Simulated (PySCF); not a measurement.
CuSe: energy against distance

Set-up: Cu x2c-TZVPPall, Se x2c-TZVPPall; spin-free X2C with a Gaussian nucleus (PySCF 2.14). Energies in eV from Cu (3d10 4s1) + Se in their ground configurations at the same level. State: ²Π (doublet), unpaired electrons π ↑.

```
R (Å)  PBEsol    BP86    PBE0
1.879  -2.477  -2.075  -1.742
1.966  -2.915  -2.557  -2.232
2.054  -3.125  -2.805  -2.492
2.119  -3.176  -2.882  -2.581
2.185  -3.163  -2.893  -2.604
2.251  -3.102  -2.855  -2.579
2.338  -2.970  -2.749  -2.490
2.447  -2.754  -2.562  -2.322
2.578  -2.457  -2.296  -2.073
2.753  -2.049  -1.921  -1.711
```

Put a parabola through the three lowest points of the PBEsol curve and estimate Re, k and ωe (reduced mass 35.21 u; 1 eV/Å² = 0.16022 mdyn/Å; ωe = 1302.8·√(k/μ) cm⁻¹).

Through R = 2.054, 2.119, 2.185 Å the second-order coefficient is 7.49 eV/Å², so Re ≈ 2.139 Å, k ≈ 2.40 mdyn/Å and ωe ≈ 340 cm⁻¹. A polynomial fit of higher order to the unrounded PBEsol energies gives Re = 2.136 Å, k = 2.22 mdyn/Å, ωe = 327 cm⁻¹; anharmonicity and rounding make the difference.

The higher-order fit for each curve: PBEsol: Re = 2.136 Å, ωe = 327 cm⁻¹, De = 3.18 eV; BP86: Re = 2.164 Å, ωe = 312 cm⁻¹, De = 2.90 eV; PBE0: Re = 2.180 Å, ωe = 299 cm⁻¹, De = 2.60 eV.

Spin–orbit coupling is left out. With d or f electrons several states lie close, and the lowest PBE0 determinant need not be the measured ground state.
